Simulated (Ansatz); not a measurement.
## Reading a saddle point

A first-order saddle point of AlAsH6SO2, singlet, PBE0-D4/def2-TZVP, with one imaginary mode of 886i cm⁻¹:

| atom | x (Å) | y (Å) | z (Å) |
| --- | --- | --- | --- |
| Al1 | -0.5348 | -0.0655 | -0.5518 |
| S2 | 1.6424 | 0.5631 | -1.2774 |
| O3 | -1.0038 | -1.5740 | -1.1833 |
| O4 | -1.4251 | 1.3878 | -0.6022 |
| H5 | 1.7973 | 0.0792 | 0.3378 |
| As6 | 0.6577 | -0.4876 | 1.6083 |
| H7 | 1.4472 | 1.8444 | -0.9184 |
| H8 | -1.2535 | -1.7181 | -2.0940 |
| H9 | -2.3472 | 1.4454 | -0.3600 |
| H10 | 0.3363 | 0.3749 | 2.7968 |
| H11 | 0.6832 | -1.8496 | 2.2444 |

Ansatz 0.2.0; basis: def2-TZVPP and def2-QZVPP; cores frozen in the correlated methods. Filled d shells of the heavier atoms are correlated. The def2 sets are not built for correlating such inner shells, so the correlated values are less sure here. Extrapolation: Hartree–Fock as exp(−7.88 √X), correlation as X^−2.97.

(1) Which contacts change along the imaginary mode, and what lies on either side? (Judge from chemistry; the calculation decides.)

(2) Which side is lower, and how far does the saddle lie above each? (To be estimated.)

The T1 diagnostic stays at or below 0.012.

Results:

(1) Computed: The step is AlH₃SO₂ ([OH][Al]([OH])[SH]) + AsH₃ → AlAsH₄O₂ ([OH][Al]([OH])[AsH2]) + H₂S (still joined by a long Al–S bond), with the molecules in contact on both sides. Shortening one way: S2–H5; lengthening the same way: Al1–S2, H5–As6.
```
  pair  one side (Å)  saddle (Å)  other side (Å)
 S2–H5          4.12        1.69            1.34
Al1–S2          2.21        2.38            2.56
H5–As6          1.51        1.80            3.66
```

(2) Computed: The side with Al1–S2, H5–As6 short is lower by 47.0 kJ/mol; the saddle lies 129.8 kJ/mol above it and 82.8 kJ/mol above the other (CCSD(T) at an estimated basis limit (MP2 extrapolated from triple and quadruple zeta, plus CCSD(T) − MP2 in triple zeta); electronic energies).

Labels in which every atom is bracketed show which atoms are joined, not bond orders.

For scale, one of the runs: CCSD(T)/def2-TZVPP, 278 basis functions, launched by `ansatz run in.yaml --threads 8 --pin off --events-out ev --progress --plain --max-ram 19148MiB`. Time: 3.4 min of wall clock on 8 CPU threads of an Arm Neoverse V2; the host was shared. Peak host memory: 7.6 GiB.
